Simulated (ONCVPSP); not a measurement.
**Br, ONCV: configuration errors across variants**

- Element: Br
- Generator: ONCVPSP 4.0.1
- Type: optimised norm-conserving Vanderbilt (ONCV)
- Functional: LDA (Perdew-Wang 92)
- Relativity: scalar-relativistic
- Frozen core: [Ne]
- Valence charge: 25
- Reference configuration: 3s2 3p6 3d10 4s1.75 4p5.25
- Partial waves: 3s+4s: rc 1.05 bohr, ncon 4, nbas 8, qcut 13.2 1/bohr, 2 projectors; 3p+4p: rc 1.05 bohr, ncon 3, nbas 7, qcut 14.9 1/bohr, 2 projectors; 3d: rc 1.05 bohr, ncon 5, nbas 9, qcut 13.1 1/bohr, 2 projectors, debl 0.3 Ha
- Local potential: polynomial inside 0.90 bohr (lpopt 5, dvloc0 0 Ha)
- Core correction: Teter function, fcfact 2.75, rcfact 1.6

In the d channel the program set the typed energies aside and used -2.476, 0.250 Ha.

All-electron excitation energies from the reference (eV): (1) 3s2 3p6 3d10 4s2 4p5 -3.086; (2) 3s2 3p6 3d10 4s2 4p4 9.619; (3) 3s2 3p6 3d10 4s2 4p3 32.559; (4) 3s2 3p6 3d10 4s2 4p1 113.128.

Errors AE − PS in meV (a dash: test not solved or not reliable):

```tsv
change	(1)	(2)	(3)	(4)	bound ghosts	GHOST(+) flags above zero
base	+0.2	-1.2	-4.1	-16	none	none
d: rc 0.76; local potential polynomial inside 0.76 bohr (lpopt 5, dvloc0 0 Ha)	+0.2	-1.0	-3.3	-12	none	none
d: rc 0.8; local potential polynomial inside 0.80 bohr (lpopt 5, dvloc0 0 Ha)	-0.6	-5.5	-12	-31	none	none
d: rc 0.92	+0.2	-1.3	-4.0	-14	none	none
d: rc 1.02	+0.2	-1.2	-4.1	-16	none	none
d: rc 1.14	+0.2	-1.3	-4.2	-17	none	none
d: rc 1.2	+0.2	-1.2	-4.2	-18	none	none
d: rc 1.44	+0.3	-1.3	-4.5	-22	none	none
d: rc 1.5	+0.3	-1.2	-4.5	-23	none	none
```

(1) Give the same row for: d: rc 1.34.

Results:

(1) +0.3, -1.3, -4.4, -20; bound ghosts: none; GHOST(+) flags above zero: none.
